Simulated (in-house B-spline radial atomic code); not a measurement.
# PBE excitations of In⁺

Method: PBE. Computed with an all-electron radial atomic-structure program (B-spline basis): linear response of the closed shell [Kr] 4d10 5s2 with the functional's adiabatic kernel; scalar-relativistic (spin-free one-electron X2C), finite nucleus, no spin-orbit coupling, no double excitations, S, P, D and F terms only; shells from n = 3 respond. Only terms of natural parity with L up to 3 were computed.

Command:
```bash
python run_td.py task.json out
```
Settings (radii: box in bohr, nucleus in fm):
```
Z                        49
electrons                48
configuration            [Kr] 4d10 5s2
hamiltonian              x2c
method                   pbe,pbe
box_radius               41.61
rms_radius               4.6156
intervals                74
```

Time taken, with all properties: 1.2 s on 1 thread of AMD EPYC 9R45 96-Core Processor (Zen 5) (shared host).

The lowest states, in the order of their Tamm-Dancoff energies; the method's threshold (minus the highest occupied level) is 14.915 eV. Labels give the largest channel, * marks a mixed state, and oscillator strengths are full-response dipole values. Measured ¹D terms are left out, since they can mix with doubly excited terms. Semilocal kernels can invert the small singlet-triplet splittings of Rydberg terms. Energies in eV:

| state | full response | Tamm-Dancoff | oscillator strength | measured (J-weighted term) |
| --- | --- | --- | --- | --- |
| 5s → 5p 3P | 5.553 | 5.645 | - | 5.531 |
| 5s → 5p 1P | 7.779 | 8.125 | 1.54 | 7.816 |
| 5s → 6s 3S | 11.022 | 11.026 | - | 11.645 |
| 5s → 6s 1S | 11.400 | 11.420 | - | 12.030 |
| 5s → 5d 3D | 11.980 | 11.990 | - | 12.674 |
| 5s → 5d 1D | 12.189 | 12.194 | - | - |
| 5s → 6p 3P | ? | ? | - | ? |
| 5s → 6p 1P | 12.638 | 12.677 | 0.00473 | 13.611 |
| 5s → 7s 3S | ? | ? | - | - |

(1) Where does 5s → 7s 3S lie?

(2) Where does 5s → 6p 3P lie?

(3) How large is the singlet-triplet splitting of 5s → 5p (P terms) in Tamm-Dancoff?

(4) What polarisabilities and dispersion coefficient does the method give?

Answers

(1) At 13.419 eV in full response, 13.420 eV in Tamm-Dancoff.

(2) At 12.436 eV in full response, 12.442 eV in Tamm-Dancoff; measured 13.409 eV.

(3) 2.48 eV, from the unrounded values.

(4) Dipole 23.79 bohr³, quadrupole 128.1 bohr⁵, C6 164 hartree·bohr⁶ for two such species.
